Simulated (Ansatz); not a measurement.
Cost and result up the ladder for SnO4H4 (9 atoms). Charge 0, multiplicity 1. Geometry: B3LYP-D4/def2-SVP.

Cartesian coordinates in Å:
```
Sn -0.262 1.292 -0.025
O 0.819 -1.712 0.052
O -1.409 2.053 1.211
O 0.737 -0.643 1.031
O -0.939 -0.246 -1.186
H 0.088 -1.392 -0.560
H 1.188 1.675 -0.849
H -1.878 -0.422 -1.023
H 1.655 -0.604 1.349
```

Ansatz on 4 threads of Arm Neoverse V1 on a shared host. Times are rough, and most runs start from the orbitals of an earlier one. ωB97X-V/def2-TZVP serves as the yardstick here, not as an exact answer. Differences are given only for rows in sets of like size (and for xTB, whose basis is part of the method), since another set adds its own error. Binding counts from free atoms at the same level (Sn triplet, O triplet, H doublet; other spins of the atoms weren't run), without zero-point energy or a counterpoise term.

In the def2 sets Sn takes a core potential; there is no spin–orbit coupling. Correlated methods freeze 8 core orbitals; core or outer-core shells of Sn are correlated, in sets that lack core-valence functions. The rows differ in basis, and correlated rows in double-zeta sets carry the largest basis error. The structure holds one bond between oxygen atoms, so isomers without such links may lie far lower. Another isomer (singlet) lies 0.32 eV lower at PBE0-D4/def2-TZVP; other spin states weren't run for this one.

Correlated methods converge slowly with the basis, most of all in double-zeta sets.

| level | functions | binding energy per atom (eV) | difference from ωB97X-V/def2-TZVP (eV) | remarks |
| --- | --- | --- | --- | --- |
| PBE-D4/def2-TZVP (with forces) | 198 | 3.14 | 0.15 | – |
| PBE0-D4/def2-TZVP | 198 | 2.93 | -0.07 | – |
| CCSD(T)/def2-SVP | 102 | 2.70 | – | large T1 (0.021) |
| r2SCAN-D4/def2-TZVP | 198 | 3.01 | 0.01 | – |
| r2SCANh-D4/def2-TZVP | 198 | 2.93 | -0.06 | – |
| ωB97X-V/def2-TZVP | 198 | 2.99 | 0.00 | – |

Task: Estimate how long each takes.

Result: PBE-D4/def2-TZVP (with forces) 1.9 s; PBE0-D4/def2-TZVP 2.7 s; r2SCAN-D4/def2-TZVP 3.2 s; r2SCANh-D4/def2-TZVP 3.7 s; ωB97X-V/def2-TZVP 6.5 s; CCSD(T)/def2-SVP 9.5 s. On shared hardware such times vary by a factor of up to 3.
